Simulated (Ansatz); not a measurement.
System: GeSiH$_{6}$, charge 0, singlet. GeSiH6 (SMILES [SiH3][GeH3]).
B3LYP-D3(BJ)/def2-TZVP minimum from Ansatz (a program for electronic structure):
```xyz
8

Si    -1.6012     0.1594     0.0298
Ge     0.7746    -0.0771    -0.0144
H     -2.1880    -0.7836     1.0114
H     -1.9674     1.5428     0.4160
H     -2.1661    -0.1298    -1.3096
H      1.1728    -1.5098    -0.4142
H      1.4009     0.8962    -1.0299
H      1.3783     0.2201     1.3705
```
Charge 0, spin multiplicity 1.

Atomisation energy term by term, kcal/mol (programs: Ansatz). UHF or UKS for unpaired electrons; spin-orbit terms are left out. Correlated methods leave the cores frozen (noble-gas shells, and filled d and f shells in the p block). No relativity. CBS(X,Y): correlation extrapolated as X^-3, Hartree-Fock from the larger set. A bracket is a step between two methods taken in the basis named. Where a partner has so few electrons that a lower coupled-cluster level is exact, that level stands in.

```tsv
term	basis	kcal/mol
Hartree-Fock	def2-QZVPP	390.45
CCSD correlation	CBS(def2-TZVPP,def2-QZVPP)	116.03
(T)	CBS(def2-TZVPP,def2-QZVPP)	3.35
CCSDT(Q) - CCSD(T)	def2-TZVPP	0.21
sum: De		510.0
```

The step beyond CCSD(T) by other levels: CCSDT(Q) in def2-SVP 0.38 kcal/mol.
